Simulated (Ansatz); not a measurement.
`S[SiH]1C=C1` + HCl → `Cl[SiH]1C=C1` + H₂S  (ligand exchange at the Si–S bond)

Gas-phase electronic energies from Ansatz, PBE0-D4/def2-TZVP geometries. CBS: MP2 limit from def2 TZ/QZ plus the TZ coupled-cluster correction, frozen cores. This one scheme is used for every species. DFT in def2-TZVPP. B3LYP here is the variant with VWN-RPA as its local correlation; programs differ in this. One conformer a species, not always the lowest.

`S[SiH]1C=C1`:

Z-matrix (Å, degrees):
```
Si
C 1 1.794
C 1 1.794 2 43.9
S 1 2.131 2 121.8 3 -104.5
H 1 1.480 2 123.6 3 105.5
H 2 1.084 1 157.3 3 176.0
H 3 1.084 1 157.3 2 -176.1
H 4 1.343 1 93.4 2 -154.0
```

HCl:

Z-matrix (Å, degrees):
```
Cl
H 1 1.279
```

`Cl[SiH]1C=C1`:

Z-matrix (Å, degrees):
```
Si
C 1 1.787
C 1 1.787 2 44.1
Cl 1 2.048 2 122.2 3 104.8
H 1 1.473 2 124.7 3 -106.2
H 2 1.083 1 157.1 3 -176.9
H 3 1.083 1 157.2 2 176.9
```

H₂S:

Cartesian coordinates in Å:
```
S -0.210 -0.544 -0.209
H -0.767 0.465 0.477
H 0.976 0.079 -0.268
```

| level | ΔE (kJ/mol) | difference from CCSD(T)/CBS |
| --- | --- | --- |
| LDA (SPW92) | -34.2 | 3.7 |
| PBE-D4 | -34.0 | 3.9 |
| B97M-V | -39.8 | -1.9 |
| B3LYP-D4 | -39.3 | -1.4 |
| r2SCAN0-D4 | -38.8 | -0.9 |
| ωB97X-V | -40.4 | -2.5 |
| PBE-QIDH | -37.6 | 0.3 |
| revPBE | -35.9 | 2.0 |
| r2SCAN | -38.7 | -0.8 |
| PBE0 | -37.0 | 0.9 |
| r2SCAN0 | -39.3 | -1.4 |
| HF/def2-TZVPP | -47.8 | -9.9 |
| SCS-MP2/def2-TZVPP | -39.5 | -1.6 |
| CCSD/def2-TZVPP | -39.1 | -1.2 |
| MP2/def2-QZVPP | -38.0 | -0.1 |
| CCSD/CBS(def2) | -39.6 | -1.7 |
| CCSD(T)/CBS | -37.9 | 0 |

Largest T1 diagnostic among the species: 0.012.

In def2-TZVPP, CCSD(T) changes the Hartree–Fock value by +10.4 kJ/mol (the triples alone add +1.7 kJ/mol) and MP2 by +10.2 kJ/mol. At CCSD(T), def2-SVP lies −3.0 kJ/mol from the extrapolated value and def2-TZVPP +0.5 kJ/mol. From BLYP to BHLYP (50 % exact exchange), in def2-TZVPP and without D4, ΔE moves by −3.0 kJ/mol.
